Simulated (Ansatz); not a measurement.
Steps of a relaxation of H4SSiSn, SMILES `[SiH2]1[S][SnH2]1` with RKS PBE-D4/def2-SVP.

```sh
$ ansatz run in.yaml --threads 2 --pin off --events-out ev --progress --plain --max-ram 4352MiB
```

```yaml
crystal:
  periodic: [false, false, false]
  atoms:
    - {symbol: Si, position_ang: [-0.906400, -0.076900, -0.809800]}
    - {symbol: S, position_ang: [-0.301600, -1.792700, 0.182300]}
    - {symbol: Sn, position_ang: [0.913000, 0.241700, 0.752000]}
    - {symbol: H, position_ang: [-2.167400, 0.483900, -0.323500]}
    - {symbol: H, position_ang: [-0.567700, -0.007000, -2.258100]}
    - {symbol: H, position_ang: [0.523200, 0.833800, 2.362300]}
    - {symbol: H, position_ang: [2.568200, 0.249300, 0.049200]}
basis:
  gaussian: {orbitals: def2-SVP}
hamiltonian: {xc: pbe, dispersion: d4}
relax: {f_tol: 0.03, max_steps: 200}
```

Positions (Å) and forces (eV/Å) along the path, 7 of 7 steps:

```xyz
7
step=1 energy=-24594.6272 eV
Si   -0.906   -0.077   -0.810   -0.293    0.955   -0.968
S    -0.302   -1.793    0.182    0.156   -2.135    0.666
Sn    0.913    0.242    0.752    1.485    1.257    0.440
H    -2.167    0.484   -0.324   -0.767    0.263   -0.187
H    -0.568   -0.007   -2.258   -0.284    0.077   -0.267
H     0.523    0.834    2.362    0.376   -0.311   -0.332
H     2.568    0.249    0.049   -0.673   -0.106    0.648
7
step=2 energy=-24594.9716 eV
Si   -0.939   -0.060   -0.832    0.164   -0.168    0.090
S    -0.270   -1.829    0.209    0.054    0.075    0.010
Sn    0.966    0.339    0.729   -0.651    0.121   -0.058
H    -2.279    0.472   -0.446   -0.175    0.071   -0.064
H    -0.683   -0.006   -2.308   -0.078    0.032   -0.076
H     0.698    0.781    2.358    0.057   -0.025    0.191
H     2.567    0.235    0.243    0.629   -0.106   -0.094
7
step=3 energy=-24595.0059 eV
Si   -0.953   -0.064   -0.841    0.027   -0.166    0.043
S    -0.253   -1.810    0.215   -0.044    0.068   -0.050
Sn    0.953    0.374    0.720   -0.051    0.121    0.015
H    -2.314    0.462   -0.493   -0.036    0.026    0.013
H    -0.729   -0.011   -2.325    0.018    0.018   -0.019
H     0.750    0.762    2.387   -0.008   -0.026    0.025
H     2.608    0.218    0.292    0.095   -0.040   -0.028
7
step=4 energy=-24595.0074 eV
Si   -0.968   -0.089   -0.847    0.168    0.024    0.132
S    -0.250   -1.810    0.221   -0.064   -0.012   -0.048
Sn    0.950    0.387    0.716   -0.090    0.128   -0.060
H    -2.315    0.471   -0.496   -0.044   -0.026    0.008
H    -0.723    0.000   -2.325   -0.002   -0.034   -0.023
H     0.757    0.758    2.390   -0.012   -0.037    0.010
H     2.610    0.216    0.294    0.043   -0.044   -0.018
7
step=5 energy=-24595.0081 eV
Si   -0.959   -0.085   -0.839    0.033   -0.222    0.087
S    -0.241   -1.801    0.232   -0.040    0.286   -0.112
Sn    0.950    0.452    0.700   -0.071   -0.143    0.002
H    -2.315    0.463   -0.495   -0.011    0.014    0.006
H    -0.717   -0.005   -2.320    0.010    0.007   -0.011
H     0.745    0.724    2.389    0.013    0.037    0.036
H     2.599    0.184    0.286    0.066    0.021   -0.009
7
step=6 energy=-24595.0122 eV
Si   -0.964   -0.086   -0.842    0.021   -0.030    0.023
S    -0.250   -1.797    0.223   -0.005    0.025   -0.012
Sn    0.948    0.426    0.706    0.010   -0.002    0.007
H    -2.319    0.462   -0.495   -0.005    0.005   -0.004
H    -0.719   -0.007   -2.322   -0.002    0.004   -0.005
H     0.754    0.737    2.393   -0.002   -0.002   -0.008
H     2.610    0.197    0.293   -0.017    0.000   -0.002
7
step=7 energy=-24595.0122 eV
Si   -0.962   -0.087   -0.841    0.005   -0.005    0.009
S    -0.248   -1.796    0.224   -0.005    0.004   -0.005
Sn    0.948    0.427    0.707    0.002    0.002   -0.001
H    -2.318    0.462   -0.496   -0.002   -0.001   -0.001
H    -0.718   -0.006   -2.322    0.001    0.000   -0.002
H     0.753    0.736    2.394    0.001   -0.001   -0.002
H     2.607    0.196    0.289   -0.002    0.001    0.002
```

Hardware: 2 threads of an Arm Neoverse V1 on a shared host. Wall time 11 s, peak host memory 0.12 GiB.
